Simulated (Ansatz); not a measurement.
C₃H₉B, triplet, at a GFN2-xTB geometry (a higher spin typed on purpose: for a closed-shell molecule this is an excited state); PBE0/aug-pcseg-1 (Ansatz, a first-principles code).

Input for Ansatz:
Ansatz 0.2 input:
```yaml
crystal:
  periodic: [false, false, false]
  atoms:
    - {symbol: B, position_ang: [0.05650358, 0.39417268, 0.34215853]}
    - {symbol: C, position_ang: [1.41954857, -0.13518450, -0.48372115]}
    - {symbol: H, position_ang: [1.23896787, -1.03247355, -1.07187377]}
    - {symbol: H, position_ang: [2.08937162, -0.36474791, 0.33933365]}
    - {symbol: H, position_ang: [1.85126810, 0.63004949, -1.11693327]}
    - {symbol: C, position_ang: [-0.56583753, -0.64972355, 1.37286759]}
    - {symbol: H, position_ang: [-0.79811715, -1.61888125, 0.91410609]}
    - {symbol: H, position_ang: [-1.49285218, -0.28887489, 1.82201511]}
    - {symbol: H, position_ang: [0.10206547, -0.85538698, 2.21126460]}
    - {symbol: C, position_ang: [-0.85670585, 0.67333727, -1.03925510]}
    - {symbol: H, position_ang: [-1.79304235, 1.01427906, -0.60819344]}
    - {symbol: H, position_ang: [-1.02816575, -0.22719148, -1.62518173]}
    - {symbol: H, position_ang: [-0.43404466, 1.44178876, -1.67467795]}
basis:
  gaussian:
    orbitals: aug-pcseg-1.json
hamiltonian:
  xc: pbe0
magnetization: {spin_polarized: true, initial_magnetization: 2}
```
The basis file holds aug-pcseg-1 in the JSON format of the Basis Set Exchange.

Output, abridged:

```
Functional definition: PBE0
1419 factors; their error is unknown
mean field evaluation 1: about -3912.1833 eV, gradient 5.0e1 eV
mean field evaluation 2: about -3907.4279 eV, gradient 5.5e1 eV
mean field evaluation 4: about -3924.4126 eV, gradient 2.1e0 eV
mean field evaluation 8: about -3924.4346 eV, gradient 1.0e-1 eV
mean field evaluation 16: about -3924.4130 eV, gradient 1.2e-4 eV
mean field -3924.41299657 eV, -144.2195175614 hartree, gradient 2.9e-5 eV, S^2 2.004601; 0 other end points of the search recorded, 0 dependent functions left out
reference -3924.41306813 eV, -144.2195201911 hartree; 17, 15 occupied and 156, 158 virtual orbitals, 1419 factors
Total energy: -3924.41306813 eV, -144.2195201911 hartree
```
